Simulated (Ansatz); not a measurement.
`[CH3][Ge]([F])([F])[SiH3]` + `C=CCS` → `C=CCS[SiH3]` + `[CH3][GeH]([F])[F]`  (cleavage of the Si–Ge bond)

Gas-phase electronic energies from Ansatz, PBE0-D4/def2-TZVP geometries. CBS: MP2 limit from def2 TZ/QZ plus the TZ coupled-cluster correction, frozen cores. For Ge outer-core shells are correlated without core-valence functions, which leaves a few kJ/mol of doubt a bond. Scalar relativity is left out up to krypton. One conformer a species, not always the lowest.

```csv
species,MP2/CBS(def2) energy (Eh)
`[CH3][Ge]([F])([F])[SiH3]`,-2606.46048
`C=CCS`,-515.43694
`C=CCS[SiH3]`,-805.71872
`[CH3][GeH]([F])[F]`,-2316.20043
```

Work out ΔE.

ΔE = (-805.71872) + (-2316.20043) − (-2606.46048) − (-515.43694) = -0.02173 Eh = -57.1 kJ/mol. CCSD(T)/CBS gives -47.4 kJ/mol.

Largest T1 diagnostic among the species: 0.012.

The D4 term adds −6.4 kJ/mol with B3LYP and −3.4 kJ/mol with PBE0; it sums over pairs of atoms, weighted by their polarisabilities, and B3LYP, whose exchange is more repulsive, gets the larger term. From PBE to PBE0 (25 % exact exchange), in def2-TZVPP and without D4, ΔE moves by −5.5 kJ/mol.

B3LYP here is the variant with VWN-RPA as its local correlation; programs differ in this.
